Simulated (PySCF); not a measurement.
CH₆ClGeN.
Z-matrix (Å and degrees, PBE0-D3(BJ)/def2-SVP geometry), rows numbered from 1:
```
C 
N   1  1.4463
Ge  2  1.8105  1  121.85
Cl  3  2.1855  2  112.17  1   -67.32
H   1  1.1021  2  110.46  3  -161.75
H   1  1.1019  2  109.87  3   -44.26
H   1  1.1067  2  114.34  3    76.37
H   2  1.0159  1  112.84  3  -141.61
H   3  1.5325  2  108.41  1    49.26
H   3  1.5320  2  108.51  1   175.31
```

Theory: EOM-IP-CCSD/aug-cc-pVDZ in PySCF, restricted Hartree–Fock reference, frozen core, non-relativistic, gas phase, PBE0-D3(BJ)/def2-SVP geometry.

Hartree–Fock orbital energies give these Koopmans values (eV): HOMO 10.53, HOMO-1 11.88, HOMO-2 12.14, HOMO-3 13.57, HOMO-4 13.83, HOMO-5 13.93, HOMO-6 15.62, HOMO-7 16.28.

Question: What vertical ionisation energies does EOM-IP-CCSD give?

Answer: 
```csv
leading hole (HF orbital),Koopmans (eV),EOM-IP-CCSD (eV),change (eV),one-hole share
HOMO,10.53,9.24,-1.29,0.95
HOMO-1,11.88,11.03,-0.85,0.95
HOMO-2,12.14,11.22,-0.92,0.95
HOMO-3,13.57,12.68,-0.89,0.95
HOMO-4,13.83,12.94,-0.89,0.95
HOMO-5,13.93,13.10,-0.83,0.94
HOMO-6,15.62,14.49,-1.13,0.95
HOMO-7,16.28,15.08,-1.20,0.95
```

Question: Does the order of the lines follow the orbital energies?

Answer: Yes, no two lines change places. The corrections run from -1.29 to -0.83 eV, with a mean of -1.00 eV over the 8 lines; no line lies above its Koopmans value.

Question: At what kinetic energies would He I light (21.22 eV) eject these electrons?

Answer: 11.98 eV (HOMO), 10.19 eV (HOMO-1), 10.00 eV (HOMO-2), 8.54 eV (HOMO-3), 8.28 eV (HOMO-4), 8.12 eV (HOMO-5), 6.73 eV (HOMO-6), 6.14 eV (HOMO-7).

One root was sought for each valence orbital with −ε under 21 eV, eight at most, so deeper holes and satellites are missing; no vibrational structure.

One conformer stands for the species.
